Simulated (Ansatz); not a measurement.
Consider the substitution at a C–C bond: `FC(I)CI` + `O[SiH2]F` → `F[SiH2]OCI` + `FCI`.

Computed with Ansatz on PBE0-D4/def2-TZVP structures; ΔE is electronic, products minus reactants. CCSD(T)/CBS adds triple-zeta CCSD(T) − MP2 to the extrapolated MP2 energy (def2 sets, frozen cores). Functionals use def2-TZVPP. B3LYP here is the variant with VWN-RPA as its local correlation; programs differ in this. Elements past krypton have def2 core potentials. For I outer-core shells are correlated without core-valence functions, which leaves a few kJ/mol of doubt a bond. One conformer a species, not always the lowest.

```
         level  ΔE (kJ/mol)
       PBE0-D4         64.8
      B3LYP-D4         58.3
MP2/def2-TZVPP         80.4
 MP2/CBS(def2)         82.8
```

Task: What does CCSD(T)/CBS give? (An estimate is asked.)

Result: The calculation gave: +73.4 kJ/mol. The listed levels differ from it by -8.6, -15.1, 7.0, 9.4 kJ/mol.

Largest T1 diagnostic among the species: 0.011.

From PBE to PBE0 (25 % exact exchange), in def2-TZVPP and without D4, ΔE moves by +3.7 kJ/mol. In def2-TZVPP, CCSD(T) changes the Hartree–Fock value by +14.9 kJ/mol (the triples alone add +1.3 kJ/mol) and MP2 by +24.3 kJ/mol.
